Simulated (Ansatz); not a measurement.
`CN([SiH3])[SiH2]Cl` → `CN[SiH2]Cl` + `[SiH2]` at 600 K and 1 bar (silylene loss).

Isolated molecules relaxed with PBE0-D4/def2-TZVP in Ansatz; ΔE leaves out vibrations. CCSD(T)/CBS is the MP2 limit (def2-TZVPP, def2-QZVPP) plus CCSD(T) − MP2 in def2-TZVPP, frozen cores. This one scheme is used for every species. Each species was taken in one conformer, which may not be the lowest.

```json
{"species": "`CN([SiH3])[SiH2]Cl`", "CCSD(T)/CBS energy (Eh)": "-1135.59245", "H − E (kJ/mol)": "307.5", "S (J/(mol·K))": "495.9"}
{"species": "`CN[SiH2]Cl`", "CCSD(T)/CBS energy (Eh)": "-845.29269", "H − E (kJ/mol)": "248.4", "S (J/(mol·K))": "411.7"}
{"species": "`[SiH2]`", "CCSD(T)/CBS energy (Eh)": "-290.19011", "H − E (kJ/mol)": "52.1", "S (J/(mol·K))": "233.9"}
```

H − E and S are ideal-gas, rigid-rotor, harmonic terms from PBE0-D4/def2-TZVP, for one conformer and one mirror image of each species. 1 Eh = 2625.50 kJ/mol, R = 8.31446 J/(mol·K).

**Question.** By hand: ΔE, ΔH, ΔS and ΔG.

**Answer.** ΔE = (-845.29269) + (-290.19011) − (-1135.59245) = 0.10965 Eh = 287.9 kJ/mol. Δ(H − E) = 248.4 + 52.1 − 307.5 = -7.0, so ΔH = 280.9 kJ/mol. ΔS = 411.7 + 233.9 − 495.9 = 149.7 J/(mol·K). ΔG = 280.9 − 600 × (149.7)/1000 = 191.1 kJ/mol.

**Question.** By hand: the equilibrium constant, and the temperature at which ΔG would vanish if ΔH and ΔS stayed fixed.

**Answer.** log₁₀ K = −ΔG/(RT ln 10) = -16.6. ΔG = 0 at ΔH/ΔS = 1876 K.

The number of gas molecules changes by +1, which sets the sign of ΔS. A doubt of 5 kJ/mol in ΔE shifts log₁₀ K by 0.4 here. Other conformers and mirror images would add mixing entropy, several J/(mol·K) or more a flexible species. Modes under 60 cm⁻¹, often nearly free rotors, make the harmonic entropy too high. These are equilibria of isolated gas molecules and say nothing of rates. Largest T1 diagnostic: 0.014 (customary marks: 0.02 for closed shells, 0.045 for open ones).
